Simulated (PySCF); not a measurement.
C2H8O2Si2, SMILES C[C@H]1O[Si@H](O)[SiH2]1. Atoms are numbered in the order given.

```xyz
14

C     -2.3615    -0.5661     0.8082
C     -0.9696     0.0252     0.9620
O      0.0335    -0.9856     0.6642
Si     0.9142    -0.4604    -0.6778
O      2.5505    -0.3670    -0.4142
Si    -0.4783     1.3679    -0.3460
H     -3.1317     0.1613     1.1117
H     -2.5553    -0.8557    -0.2378
H     -2.4623    -1.4683     1.4325
H     -0.8185     0.3583     2.0040
H      0.8018    -1.3604    -1.8506
H      2.8416     0.1804     0.3224
H      0.1008     2.6167     0.2345
H     -1.5642     1.7293    -1.3042
```

The structure is a stationary point at ωB97X-D3(BJ)/def2-SVP. The structure was generated by enumeration; whether it is a known compound was not checked. Other conformers were not sampled.

These are PBE/pcSseg-1 (PySCF) values and carry that method's errors.

GIAO shieldings, no solvent; atoms listed in one row are averaged. δ = σ(ref) − σ: ¹³C against TMS (σ = 182.0 ppm); ¹⁷O against H2O (σ = 334.3 ppm); ²⁹Si against TMS (σ = 335.4 ppm); ¹H against TMS (σ = 31.49 ppm), references at their B3LYP-D3(BJ)/def2-TZVP geometries, non-relativistic.

Computed chemical shifts:
| nucleus | atoms | count | δ (ppm) |
|---|---|---|---|
| ¹³C | C2 | 1 | 73.0 |
| ¹³C | C1 | 1 | 29.9 |
| ¹⁷O | O3 | 1 | 192.1 |
| ¹⁷O | O5 | 1 | 95.7 |
| ²⁹Si | Si4 | 1 | 6.8 |
| ²⁹Si | Si6 | 1 | -31.2 |
| ¹H | H11 | 1 | 6.00 |
| ¹H | H13 | 1 | 5.14 |
| ¹H | H14 | 1 | 4.91 |
| ¹H | H10 | 1 | 4.86 |
| ¹H | H12 | 1 | 2.56 |
| ¹H | H7, H8, H9 | 3 | 1.84 |
